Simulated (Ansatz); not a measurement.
Relaxation of FH$_{2}$NOSi (6 atoms, charge 0, multiplicity 1), to a largest force component of 0.015 eV/Å in at most 40 steps.

Computed with RKS r2SCAN-D4/def2-SVP in Ansatz.

```xyz
6
Properties=species:S:1:pos:R:3
N -0.264 0.834 -0.167
Si 0.308 -0.691 0.267
O 1.177 -1.180 1.385
F -0.318 -1.622 -0.869
H -0.051 1.667 0.351
H -0.853 0.991 -0.968
```

Where does it end, and by what steps?

It converged. After 6 steps the energy has fallen by 0.039 eV; O3 moved furthest, 0.05 Å.

```csv
step,energy less start (eV),largest force component (eV/Å),accepted
0,0.0000,1.280,yes
1,-0.0275,0.605,yes
2,-0.0375,0.132,yes
3,-0.0379,0.094,yes
4,-0.0384,0.079,yes
5,-0.0394,0.019,yes
6,-0.0394,0.005,yes
```

```xyz
6
Properties=species:S:1:pos:R:3
N -0.263 0.829 -0.166
Si 0.293 -0.700 0.242
O 1.182 -1.133 1.404
F -0.325 -1.663 -0.890
H -0.031 1.653 0.378
H -0.856 1.014 -0.968
```

Whether the end is a true minimum wasn't checked by a vibrational analysis.

Run time: 27 s on 1 thread of Arm Neoverse V1, with other jobs on the host, peak memory 0.16 GiB.
